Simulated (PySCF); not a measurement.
SMILES CO[SiH2][SiH2]C(=O)OC (C₃H₁₀O₃Si₂) (GFN2-xTB optimised geometry):

```
18

C      3.917     0.746     1.650
O      2.869     0.026     2.218
Si     1.270     0.313     2.189
Si     0.523     0.454     0.000
C     -1.384     0.454     0.000
O     -2.108     1.419     0.000
O     -1.825    -0.811     0.058
C     -3.229    -1.044     0.123
H      4.023     1.720     2.134
H      3.752     0.902     0.580
H      4.836     0.176     1.793
H      0.959     1.537     2.949
H      0.862    -0.861     2.956
H      0.899    -0.668    -0.873
H      0.914     1.673    -0.728
H     -3.541    -1.555    -0.789
H     -3.428    -1.673     0.990
H     -3.752    -0.091     0.215
```

Level of theory: CAM-B3LYP/def2-SVP (PySCF).

What are the frontier orbital energies and the dipole moment?

HOMO-2 -9.89 eV, HOMO-1 -9.38 eV, HOMO -8.74 eV, LUMO 0.43 eV, LUMO+1 1.13 eV; dipole moment 1.11 D.

Meta-Löwdin charges at CAM-B3LYP/def2-SVP: C1 -0.06, O2 -0.60, Si3 0.67, Si4 0.32, C5 0.31, O6 -0.43, O7 -0.35, C8 -0.09, H9 0.09, H10 0.08, H11 0.11, H12 -0.12, H13 -0.10, H14 -0.08, H15 -0.08, H16 0.11, H17 0.11, H18 0.12.
